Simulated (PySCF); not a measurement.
# Löwdin shares of the frontier orbitals

Species: C4H5ClF2O.
SMILES with atom numbers: `[CH3:1][O:2]/[C:3](=[CH:4]/[Cl:5])[CH:6]([F:7])[F:8]` (hydrogens: H9, H10, H11 on C1; H12 on C4; H13 on C6)

Structure used (GFN2-xTB), in Å, numbered top down from 1:
```xyz
13
C4H5ClF2O angstrom
C      1.9889   -0.1537   -0.0758
O      0.7348   -0.7673    0.1163
C     -0.3789   -0.0118    0.0261
C     -0.4231    1.2973   -0.2313
Cl    -1.8916    2.1853   -0.3394
C     -1.6208   -0.8494    0.2551
F     -1.5506   -1.4948    1.4413
F     -1.7297   -1.8071   -0.6950
H      2.7223   -0.9497    0.0382
H      2.0675    0.2786   -1.0774
H      2.1673    0.6219    0.6743
H      0.4522    1.9018   -0.3950
H     -2.5427   -0.2507    0.2448
```

Level of theory: PySCF 2.14.0, density-fitted response routines, TDDFT CAM-B3LYP/def2-SVPD, vertical, gas phase, core orbitals frozen in the response.

Kohn–Sham orbitals with the atoms that hold most of them (Löwdin shares over 4%, at most four atoms; ? is withheld):

| orbital | ε (eV) | atoms |
| --- | --- | --- |
| HOMO-3 | -11.88 | F7 18%, F8 18%, C6 12%, O2 11% |
| HOMO-2 | -11.51 | Cl5 33%, O2 28%, C1 12%, C3 6% |
| HOMO-1 | -10.58 | ? |
| HOMO | -8.52 | ? |
| LUMO | 0.61 | C4 30%, C3 27%, Cl5 9%, O2 8% |
| LUMO+1 | 1.05 | C1 27%, Cl5 16%, H11 11%, H10 11% |
| LUMO+2 | 1.29 | Cl5 63%, C4 18% |

Problem. Which atoms hold the HOMO-1, and with what shares?

Solution. Cl5 (bonded to C) 61%; C4 (bonded to C, Cl and H) 9%; C6 (bonded to C, 2 F and H) 5%; C3 (bonded to 2 C and O) 4%. By element: chlorine 61%, carbon 19% or more.

Problem. Which atoms hold the HOMO, and with what shares?

Solution. C4 (bonded to C, Cl and H) 27%; Cl5 (bonded to C) 25%; O2 (bonded to 2 C) 22%; C3 (bonded to 2 C and O) 18%. By element: carbon 46% or more, chlorine 25%, oxygen 22%.

Problem. The HOMO–LUMO gap is 9.13 eV. Where does the response calculation put the lowest singlet, and from which orbitals?

Solution. S1 is at 6.22 eV (f = 0.177), 2.90 eV below the gap, made of HOMO→LUMO (63%), HOMO→LUMO+2 (19%). Without the coupling terms of the response equations the lowest excitation would equal the gap.

Next come S2 at 6.26 eV (f 0.107), HOMO→LUMO+2 (35%), HOMO→LUMO (34%), HOMO→LUMO+1 (11%); S3 at 6.75 eV (f 0.0068), HOMO→LUMO+1 (68%), HOMO→LUMO+2 (22%); S4 at 7.21 eV (f 0.0001), HOMO→LUMO+3 (79%), HOMO→LUMO+2 (8%); S5 at 7.37 eV (f 0.0003), HOMO-1→LUMO (97%).

Löwdin shares depend on the basis, the more so with diffuse functions.

Time: 90 s of wall time; peak memory 0.96 GiB. Hardware: one thread, Arm Neoverse N1 (aarch64) (shared host).

One conformer stands for the species.
